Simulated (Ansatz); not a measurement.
Isomers of CH$_{5}$ClGeOSi, relaxed with PBE0-D4/def2-TZVP in Ansatz; electronic energies, one conformer each and not always the lowest. Functionals use def2-TZVPP; CBS adds triple-zeta CCSD(T) − MP2 to the MP2 limit of def2-TZVPP and def2-QZVPP.

Outer-core shells of Ge are correlated without core-valence functions. Scalar relativity is left out up to krypton. Spin–orbit coupling is left out.

Order them by energy at frozen-core CCSD(T)/CBS, lowest first. (An estimate is asked.)
A. `[CH3][Ge]1([Cl])[O][SiH2]1`
B. `[SiH3][C@H]1[O][Ge@@H]1[Cl]`
C. `Cl[SiH2][GeH]1[CH2][O]1`

A (0.0 kJ/mol), C (173.3 kJ/mol), B (219.3 kJ/mol).

How do B2PLYP, PBE-D4, ωB97M-V, B3LYP-D4 place them (kJ/mol, against `[CH3][Ge]1([Cl])[O][SiH2]1`)? (Best estimate.)

Computed: 
```
                       isomer  B2PLYP  PBE-D4  ωB97M-V  B3LYP-D4
`[SiH3][C@H]1[O][Ge@@H]1[Cl]`   221.8   215.1    220.4     221.0
    `Cl[SiH2][GeH]1[CH2][O]1`   177.9   162.1    177.1     173.9
```

B3LYP here is the variant with VWN-RPA as its local correlation; programs differ in this.
